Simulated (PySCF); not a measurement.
Correlation energy of Gd(52+) (gadolinium, charge +52)

Starting occupation: [Ne] 3s2. All numbers are calculated (PySCF 2.14, X2C-1e with screened-nucleus spin-orbit coupling, Gaussian nucleus, in an uncontracted even-tempered set (18 s from 4.9 bohr⁻², ratio 2.6; 14 p from 6.4 bohr⁻², ratio 2.6; 6 d from 6.6 bohr⁻², ratio 2.8; 4 f from 90 bohr⁻², ratio 2.8)). Frozen: 1s2; 10 electrons correlated; the 54 highest virtual spinors left out.

MP2 pair energies summed by pair of shells (mhartree):

```
       pair   energy  share (%)
3s1/2-3s1/2  -116.02       23.8
2p1/2-2p3/2  -101.90       20.9
2p3/2-2p3/2   -96.67       19.9
2p3/2-3s1/2   -43.65        9.0
2p3/2-2s1/2   -42.27        8.7
2p1/2-2p1/2   -23.96        4.9
2p1/2-2s1/2   -22.18        4.6
2p1/2-3s1/2   -19.34        4.0
2s1/2-2s1/2   -11.37        2.3
2s1/2-3s1/2    -9.59        2.0
```

Total MP2 correlation energy: -486.96 mhartree.

The virtual space was cut to 56 spinors, which keep -429.69 of the -486.96 mhartree of MP2 correlation.

| level | correlation energy (mhartree) |
| --- | --- |
| CCSD | -461.38 |
| (T) | -0.70 |
| CCSD(T) | -462.08 |

Diagnostics: T1 = 0.00012, largest double amplitude 0.083.

Cost of the coupled-cluster step: about 27 core-seconds, for 10 occupied and 56 virtual spinors.

Iterations:

```
Init t2, MP2 energy = -0.429688587042014
CCSD nocc = 10, nmo = 66
Init t2, MP2 energy = -0.429688587042014
Init E_corr(GCCSD) = -0.429688587042014
cycle = 1  E_corr(GCCSD) = -0.451803668427429  dE = -0.0221150814  norm(t1,t2) = 0.0187684
cycle = 2  E_corr(GCCSD) = -0.457968835044722  dE = -0.00616516662  norm(t1,t2) = 0.00693678
cycle = 3  E_corr(GCCSD) = -0.461423393777627  dE = -0.00345455873  norm(t1,t2) = 0.00273723
cycle = 4  E_corr(GCCSD) = -0.461374646035852  dE = 4.87477418e-05  norm(t1,t2) = 0.000100075
cycle = 5  E_corr(GCCSD) = -0.461375205162144  dE = -5.59126292e-07  norm(t1,t2) = 3.27554e-06
cycle = 6  E_corr(GCCSD) = -0.461375034378882  dE = 1.70783262e-07  norm(t1,t2) = 1.08593e-07
cycle = 7  E_corr(GCCSD) = -0.461375042783764  dE = -8.40488157e-09  norm(t1,t2) = 1.19299e-08
GCCSD converged
E(GCCSD) = -8408.694625960774  E_corr = -0.4613750427837636
```

The coupled-cluster values are those of the cut space; adding the MP2 remainder, -57.27 mhartree, estimates the full space.

At this charge the one-electron X2C treatment keeps the bare 1/r₁₂, with no two-electron picture change or Breit term. The effect here is smaller than on the frozen 1s shell.
